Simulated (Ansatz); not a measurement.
Consider the silylene formation by 1,1-elimination: `N[SiH](Cl)Br` → `ClBr` + `N[SiH]`.

Computed with Ansatz on PBE0-D4/def2-TZVP structures; ΔE is electronic, products minus reactants. CCSD(T)/CBS is the MP2 limit (def2-TZVPP, def2-QZVPP) plus CCSD(T) − MP2 in def2-TZVPP, frozen cores. This one scheme is used for every species. DFT in def2-TZVPP. HSE06 is defined as in plane-wave codes. For Br outer-core shells are correlated without core-valence functions, which leaves a few kJ/mol of doubt a bond. Scalar relativity is left out up to krypton. One conformer a species, not always the lowest.

| level | ΔE (kJ/mol) | difference from CCSD(T)/CBS |
| --- | --- | --- |
| revPBE-D4 | 467.4 | -30.3 |
| BLYP-D4 | 448.8 | -48.9 |
| B97M-V | 491.2 | -6.5 |
| HSE06-D4 | 499.8 | 2.1 |
| BHLYP-D4 | 506.7 | 9.0 |
| CAM-B3LYP-D4 | 489.7 | -8.0 |
| PBE0 | 491.4 | -6.3 |
| HSE06 | 491.3 | -6.4 |
| BHLYP | 491.8 | -5.9 |
| RPA@PBE/def2-TZVPP | 452.9 | -44.8 |
| HF/def2-TZVPP | 500.1 | 2.4 |
| MP2/def2-TZVPP | 523.9 | 26.2 |
| CCSD/def2-TZVPP | 489.3 | -8.4 |
| CCSD(T)/def2-TZVPP | 488.6 | -9.1 |
| MP2/def2-QZVPP | 528.1 | 30.4 |
| HF/CBS(def2) | 496.8 | -0.9 |
| CCSD(T)/CBS | 497.7 | 0 |

Largest T1 diagnostic among the species: 0.015.

From r2SCAN to r2SCAN0 (25 % exact exchange), in def2-TZVPP and without D4, ΔE moves by +12.4 kJ/mol. Leaving LDA and LC-ωPBE aside and taking each functional with its dispersion term where it has one, the values, not all of them listed here, spread over 76.4 kJ/mol, from BLYP-D4 to r2SCAN0-D4. LDA lies +38.8 kJ/mol from PBE without D4.
